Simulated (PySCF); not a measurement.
## Low-lying terms of Ba²⁺ (barium, charge +2)

Ground state [Xe], ¹S. Calculation: PySCF 2.14, in x2c-SVPall with two added diffuse shells each of s, d type (9s5p7d1f, 66 functions); the spin-free X2C one-electron Hamiltonian (Gaussian nucleus). Vertical excitation energies in eV without spin-orbit coupling; excited terms of each kind are numbered among those the solver found. Frozen: [Kr].

```json
{"term": "1 3P°", "leading excitation": "5p → d", "EOM-EE-CCSD": "17.932"}
{"term": "1 3F°", "leading excitation": "5p → d", "EOM-EE-CCSD": "18.646"}
{"term": "1 1D°", "leading excitation": "5p → d", "EOM-EE-CCSD": "19.587"}
{"term": "1 3D°", "leading excitation": "5p → d", "EOM-EE-CCSD": "19.726"}
{"term": "1 1F°", "leading excitation": "5p → d", "EOM-EE-CCSD": "19.807"}
{"term": "1 1P°", "leading excitation": "5p → s", "EOM-EE-CCSD": "20.603"}
{"term": "1 3S", "leading excitation": "5p → p", "EOM-EE-CCSD": "24.268"}
{"term": "1 3D", "leading excitation": "5p → f", "EOM-EE-CCSD": "24.314"}
{"term": "1 1D", "leading excitation": "5p → p", "EOM-EE-CCSD": "24.591"}
{"term": "2 3D", "leading excitation": "5p → p", "EOM-EE-CCSD": "24.664"}
{"term": "1 1P", "leading excitation": "5p → p", "EOM-EE-CCSD": "24.717"}
{"term": "1 1S", "leading excitation": "5p → p", "EOM-EE-CCSD": "24.890"}
{"term": "1 3G", "leading excitation": "5p → f", "EOM-EE-CCSD": "25.174"}
{"term": "1 1G", "leading excitation": "5p → f", "EOM-EE-CCSD": "26.105"}
```

The spin-orbit splitting of the hole, absent here, rivals or exceeds the spacing of these terms, so the LS terms are model states.

The solver can miss terms. Rydberg members are limited by the diffuse functions of the basis.
